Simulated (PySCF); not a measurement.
SnCl3, SMILES [Cl][Sn-]([Cl])[Cl], charge -1.

Geometry: B3LYP-D3(BJ)/def2-SVPD. The isomer is the one that the SMILES or the coordinates give; other isomers of the formula were not compared. The def2 effective core potentials stand for the cores of Sn; spin–orbit coupling is left out.

Calculation: B3LYP-D3(BJ)/def2-SVPD (PySCF).

Frequencies are harmonic and unscaled.

Modes within 1.5 cm⁻¹ of each other (mostly degenerate sets) share a row, with their intensities summed.

```csv
mode,ν (cm⁻¹),IR (km/mol),Raman (Å⁴/amu),depolarisation,moving atoms (share of kinetic energy)
1–2,86,1.4,6.9,0.75,"Cl 92 %, Sn 8 %"
3,104,3.3,4.2,0.47,"Cl 76 %, Sn 24 %"
4–5,255,210.1,13.8,0.75,"Cl 73 %, Sn 27 %"
6,281,41.1,14.4,0.02,"Cl 77 %, Sn 23 %"
```
